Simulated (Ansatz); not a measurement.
A structure drawn as `CN(C)B(Cl)Cl`, with this starting geometry:

```xyz
12

C     0.331    0.824    1.014
N    -0.279   -0.304    0.349
C     0.780   -1.066   -0.260
B    -1.344    0.096   -0.733
Cl   -1.114   -0.040   -2.497
Cl   -2.961    0.837   -0.079
H     1.036    0.533    1.764
H     0.767    1.537    0.273
H    -0.496    1.449    1.543
H     1.517   -1.439    0.474
H     1.378   -0.449   -1.026
H     0.386   -1.978   -0.823
```

The species carries charge 0 and has multiplicity 1.

Question: Does it keep its bonds when Ansatz relaxes it at PBE-D4/def2-SVP and then PBE0-D4/def2-TZVP?

Answer: Yes, every drawn bond is still there and no new one forms.

Question: Give the relaxed structure. (Best estimate.)

Answer: The calculation gave: 
Z-matrix (Å, degrees):
```
C
N 1 1.447
H 1 1.095 2 110.2
H 1 1.086 2 110.8 3 120.5
H 1 1.095 2 110.2 3 -119.0
C 2 1.447 1 112.4 3 59.5
B 2 1.388 1 123.8 3 -120.5
H 6 1.095 2 110.2 1 59.4
H 6 1.086 2 110.8 1 179.9
H 6 1.095 2 110.2 1 -59.6
Cl 7 1.769 2 121.7 1 180.0
Cl 7 1.769 2 121.7 1 -0.0
```
All modes are real.

Atoms count as bonded under 1.1 times the sum of their covalent radii (H–H under 0.85 Å, pairs among N, O and F under 1.55 Å), and a drawn bond as lost past 1.3 times.
